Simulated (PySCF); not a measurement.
Re(O)3(OH), HO4Re, SMILES [O]=[Re]([OH])(=[O])=[O] at its CAM-B3LYP/def2-SVP optimised geometry (Å):

```
6

Re    -0.5815    -0.8042     0.0000
O     -1.1123     0.8042     0.0000
O      1.1123    -0.8042     0.0000
O     -1.1136    -1.5386    -1.4307
O     -1.2266    -1.6950     1.4612
H     -1.5662    -2.1582     2.2286
```

Computed with CAM-B3LYP/def2-TZVP, def2 effective core potentials past Kr (PySCF 2.14.0). The core electrons that the potentials of Re replace are not part of the density.

Map of the log10 of the electron density (e/bohr³), floored at −4 on the plane z = 0.8 Å:

```
|                           |
|                           |
|                           |
|        ...                |
|     ..:::::..             |
|    .::--=---:.            |
|   .:-==+++==-:.           |
|   :-=++***++=-:           |
|  .:-=**###*+=-:..         |
|  .-=+*#%%%#*+=-::..       |
|  .-=+*#%%%#*+==---::.     |
|  .-=+*#%%%##*+====--:.    |
|  .-=+*#%%%##**+++++=-:.   |
|  .:=+*##%%%##******+=-.   |
|  .:=+**#%%%%#######*=-:.  |
|  :-=+*##%@@@%#%%%%#*+=:.  |
| .:-=+*#%@@@@%%%%%%#*+=:.  |
| .:-+*#%%@@@@%%%%%%#*+=:.  |
| .:=+*#%@@@@%######**=-:.  |
| .-=+#%@@@@%%#******+=-.   |
| .:=+*%@@@@%#**++++==-:.   |
| .:-+*#%%%%#*++====--:.    |
|  :-=+*####*++=----::.     |
|  .:-=+****+==-:::..       |
|   .:-==+++=--:..          |
|    .:------::.            |
|     ..:::::.              |
```
Scale: ten equal steps from -4.00 (start of ' ') to -0.613 (end of '@'), in the order ' .:-=+*#%@'; x runs from -3.50 to 3.50, y from -3.50 (bottom) to 3.50 (top).
